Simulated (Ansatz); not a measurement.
Consider the ligand exchange at the Al–N bond: `CC[N](C)[Al]([Cl])[Cl]` + H₂Se → `[Cl][Al]([Cl])[SeH]` + ethylmethylamine.

Computed with Ansatz on PBE0-D4/def2-TZVP structures; ΔE is electronic, products minus reactants. CCSD(T)/CBS adds triple-zeta CCSD(T) − MP2 to the extrapolated MP2 energy (def2 sets, frozen cores). DFT in def2-TZVPP. For Se outer-core shells are correlated without core-valence functions, which leaves a few kJ/mol of doubt a bond. Scalar relativity is left out up to krypton. Each species was taken in one conformer, which may not be the lowest.

| species | PBE energy (Eh) |
| --- | --- |
| `CC[N](C)[Al]([Cl])[Cl]` | -1336.24152 |
| H₂Se | -2402.38393 |
| `[Cl][Al]([Cl])[SeH]` | -3564.33686 |
| `CCNC` | -174.30272 |

Problem. Work out ΔE.

Solution. ΔE = (-3564.33686) + (-174.30272) − (-1336.24152) − (-2402.38393) = -0.01413 Eh = -8.9 kcal/mol. CCSD(T)/CBS gives -6.8 kcal/mol.

Largest T1 diagnostic among the species: 0.010.

The D4 term adds +2.2 kcal/mol with B3LYP and +1.4 kcal/mol with PBE0; it sums over pairs of atoms, weighted by their polarisabilities, and B3LYP, whose exchange is more repulsive, gets the larger term. In def2-TZVPP, CCSD(T) changes the Hartree–Fock value by +4.1 kcal/mol (the triples alone add +0.4 kcal/mol) and MP2 by +3.8 kcal/mol.

B3LYP here is the variant with VWN-RPA as its local correlation; programs differ in this.
